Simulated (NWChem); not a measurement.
System: germylsilane (GeSiH6); SMILES [SiH3][GeH3]

Here is an NWChem input.

```
start job
memory heap 200 mb stack 900 mb global 1100 mb
geometry units angstroms noautosym nocenter noautoz
  Si     0.000000     0.000000    -1.561545
  Ge     0.000000     0.000000     0.821568
  H     -0.104326     1.399602    -2.075913
  H      1.264254    -0.609452    -2.075913
  H     -1.159927    -0.790150    -2.075913
  H     -1.299451     0.627048     1.361829
  H      0.106686    -1.438882     1.361829
  H      1.192765     0.811834     1.361829
end
basis spherical
  * library aug-cc-pvdz
end
dft
  xc xwpbe 0.80 cpbe96 1.0 hfexch 1.00
  cam 0.2 cam_alpha 0.2 cam_beta 0.8
  iterations 150
  vectors input atomic output neutral.movecs
end
task dft energy
charge 1
dft
  odft
  mult 2
  vectors input atomic output cation.movecs
end
task dft energy
charge -1
dft
  odft
  mult 2
  vectors input atomic output anion.movecs
end
task dft energy
```

Structure relaxed at the PBE0/def2-SVP level.

Ions are spin-unrestricted doublets at the neutral geometry; other ion states weren't tried.

Task: Predict the main results of this run. (LRC-wPBEh/aug-cc-pVDZ, vertical spin-unrestricted ions.) Quantities: vertical ionisation energy, ΔSCF (eV); −ε(HOMO) (eV).

Result: 
```json
{
 "vertical ionisation energy, ΔSCF (eV)": "10.43",
 "−ε(HOMO) (eV)": "10.08"
}
```
